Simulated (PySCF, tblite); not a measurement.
C5H11OPSi.
Z-matrix (Å and degrees, GFN2-xTB geometry), rows numbered from 1:
```
C 
C   1  1.5043
O   2  1.2080  1  122.97
C   2  1.5030  1  116.46  3  -179.96
C   4  1.5413  2  107.66  1   126.92
Si  5  1.9165  4   89.52  2    90.73
P   6  2.2520  5  112.49  4   125.86
C   4  1.5413  2  107.66  1  -127.15
H   1  1.0884  2  109.32  3   120.63
H   1  1.0867  2  110.70  3    -0.34
H   1  1.0884  2  109.38  3  -121.42
H   4  1.0915  2  111.64  1    -0.09
H   5  1.0886  4  110.97  2  -154.29
H   5  1.0866  4  113.67  2   -31.83
H   6  1.4622  5  117.63  4   -96.80
H   7  1.3818  6   94.06  5    91.57
H   7  1.3817  6   93.98  5  -175.68
H   8  1.0886  4  111.02  2   154.29
H   8  1.0865  4  113.68  2    31.84
```

The calculation used PBE0/pcSseg-1 in PySCF (dipole) on a GFN2-xTB geometry, gas phase.

Masses are those of the commonest isotopes; rigid-rotor values at the optimised geometry. The values belong to one conformer with, in the numbering `[CH3:1][C:2](=[O:3])[C@H:4]1[CH2:5][Si@H:6]([PH2:7])[CH2:8]1`, C1–C2–C4–C5 127°, C5–Si6–P7–H 92° and -176°, C2–C4–C5–Si6 91°, C4–C5–Si6–P7 126°, C5–Si6–C8–C4 -17°, C2–C4–C8–Si6 -91°.

**Question.** What are A, B and C (MHz)?

**Answer.** Ia = 119.54, Ib = 727.73, Ic = 748.40 u·Å²; 505379 MHz·u·Å²/I gives A = 4228, B = 694.5, C = 675.3 MHz.

**Question.** Classify the top.

**Answer.** A near-prolate asymmetric top; Ray's κ = -0.989.

**Question.** Is it planar, by Δ = Ic − Ia − Ib?

**Answer.** Not planar: Δ = Ic − Ia − Ib = -98.86 u·Å². For a rigid frame Δ = −2 Σ m c², so Σ m c² = 49.43 u·Å² lies off the ab plane: 16.45 from hydrogen and 32.99 from heavier atoms. The atom farthest from that plane is 2.03 Å away.

**Question.** Give the other two planar moments, Paa and Pbb, and the rms extents of the mass along the axes.

**Answer.** Paa = Σ m a² = (Ib + Ic − Ia)/2 = 678.29 and Pbb = Σ m b² = (Ia + Ic − Ib)/2 = 70.10 u·Å². With the mass M = 146.03 u, the rms extents √(P/M) along a, b and c are 2.16, 0.69, 0.58 Å.

**Question.** Give the coordinates in the principal-axis frame, origin at the centre of mass.

**Answer.** The sense of each axis is arbitrary; atoms in the order of the calculation.
| atom | mass (u) | a (Å) | b (Å) | c (Å) |
| --- | --- | --- | --- | --- |
| C1 | 12.000 | -3.587 | -0.359 | -0.001 |
| C2 | 12.000 | -2.169 | 0.144 | 0.000 |
| O3 | 15.995 | -1.888 | 1.318 | -0.001 |
| C4 | 12.000 | -1.088 | -0.901 | 0.002 |
| C5 | 12.000 | -0.138 | -0.593 | -1.171 |
| Si6 | 27.977 | 0.929 | 0.487 | -0.001 |
| P7 | 30.974 | 3.096 | -0.127 | 0.001 |
| C8 | 12.000 | -0.137 | -0.588 | 1.174 |
| H9 | 1.008 | -3.751 | -0.973 | -0.884 |
| H10 | 1.008 | -4.289 | 0.471 | 0.003 |
| H11 | 1.008 | -3.750 | -0.983 | 0.876 |
| H12 | 1.008 | -1.504 | -1.910 | 0.004 |
| H13 | 1.008 | 0.369 | -1.495 | -1.509 |
| H14 | 1.008 | -0.632 | -0.137 | -2.025 |
| H15 | 1.008 | 0.694 | 1.930 | -0.007 |
| H16 | 1.008 | 3.447 | 0.748 | -1.009 |
| H17 | 1.008 | 3.450 | 0.774 | 0.986 |
| H18 | 1.008 | 0.371 | -1.488 | 1.516 |
| H19 | 1.008 | -0.631 | -0.128 | 2.026 |

**Question.** Where do the levels up to J = 3 lie, in MHz?

**Answer.** Above 0(0,0):
J = 1: 1(0,1) 1370, 1(1,1) 4903, 1(1,0) 4922
J = 2: 2(0,2) 4109, 2(1,2) 7623, 2(1,1) 7681, 2(2,1) 18281, 2(2,0) 18281
J = 3: 3(0,3) 8218, 3(1,3) 11704, 3(1,2) 11819, 3(2,2) 22390, 3(2,1) 22391, 3(3,1) 40105, 3(3,0) 40105
Those of J = 1 are B + C, A + C and A + B.

**Question.** Which types of transition are allowed, and where do some lines up to J = 3 fall?

**Answer.** The dipole components are |μa| = 1.35 D, |μb| = 1.60 D, |μc| = 0.00 D; the mirror of this Cs structure is the ab plane, so μc vanishes by symmetry (the 0.01 D computed is a residue) and there are no c-type lines. Intensities carry the squares of the components, which stand as 0.71 : 1.00 (a : b). Some lines, for components of 0.1 D or more:

```csv
type,branch,"J(Ka,Kc)",MHz,lower level (cm⁻¹)
b,R,"3(0,3) ← 2(1,2)",595,0.254
a,R,"1(0,1) ← 0(0,0)",1370,0.000
a,R,"2(0,2) ← 1(0,1)",2739,0.046
a,R,"2(1,1) ← 1(1,0)",2759,0.164
b,Q,"3(1,2) ← 3(0,3)",3601,0.274
a,R,"3(1,3) ← 2(1,2)",4080,0.254
a,R,"3(2,1) ← 2(2,0)",4110,0.610
a,R,"3(1,2) ← 2(1,1)",4138,0.256
b,R,"2(1,2) ← 1(0,1)",6254,0.046
b,R,"3(1,3) ← 2(0,2)",7595,0.137
b,Q,"3(2,1) ← 3(1,2)",10572,0.394
b,Q,"2(2,0) ← 2(1,1)",10600,0.256
b,Q,"2(2,1) ← 2(1,2)",10658,0.254
b,R,"2(2,1) ← 1(1,0)",13359,0.164
b,R,"2(2,0) ← 1(1,1)",13378,0.164
b,R,"3(2,2) ← 2(1,1)",14709,0.256
b,Q,"3(3,0) ← 3(2,1)",17715,0.747
```

**Question.** Estimate the classical rotational partition function at 10 K, 25 K and 500 K.

**Answer.** Point group Cs, symmetry number σ = 1; q = (√π/σ)·√((kT/h)³/(ABC)), k/h = 20836.6 MHz/K: 3790 at 10 K, 15000 at 25 K, 1340000 at 500 K.

Its GFN2-xTB frequencies are all real (lowest 15 cm⁻¹). Zero-point vibration and centrifugal distortion are left out. A rigid rotor knows nothing of internal rotation, which can split or shift real lines.
